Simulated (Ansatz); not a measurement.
One change: `CBBO` becomes `CBBF`.

Ansatz, PBE0-D4/def2-TZVP geometries, multiplicity 1. Each molecule was computed in one conformer, which needn't be the lowest.

```csv
property,`CBBO`
HOMO energy (PBE/def2-TZVPP) / eV,-6.09
HOMO–LUMO gap (PBE/def2-TZVPP) / eV,3.71
HOMO–LUMO gap (ωB97M-V/def2-TZVPP) / eV,10.22
size of the dipole moment (PBE/def2-TZVPP) / D,1.99
size of the dipole moment (B3LYP/def2-TZVPP) / D,1.97
HOMO energy (PBE0/def2-TZVPP) / eV,-7.46
```

Task: What does the change do to each property? (Best estimate.)

Result: Computed: 
```
                                        property  `CBBF`  shift
               HOMO energy (PBE/def2-TZVPP) / eV   -6.39  -0.30
             HOMO–LUMO gap (PBE/def2-TZVPP) / eV    3.88   0.17
         HOMO–LUMO gap (ωB97M-V/def2-TZVPP) / eV   10.54   0.32
  size of the dipole moment (PBE/def2-TZVPP) / D    1.33  -0.66
size of the dipole moment (B3LYP/def2-TZVPP) / D    1.34  -0.63
              HOMO energy (PBE0/def2-TZVPP) / eV   -7.81  -0.35
```

With PBE0 the HOMO falls by 0.35 eV and the LUMO falls by 0.10 eV, so the gap widens by about 0.25 eV. PBE moves the HOMO by -0.30 eV and ωB97M-V by -0.35 eV. The zero-point energy changes by -33.4 kJ/mol with -3 modes. Dipoles are sizes alone; their direction can turn.

B3LYP here is the variant with VWN-RPA as its local correlation; programs differ in this.
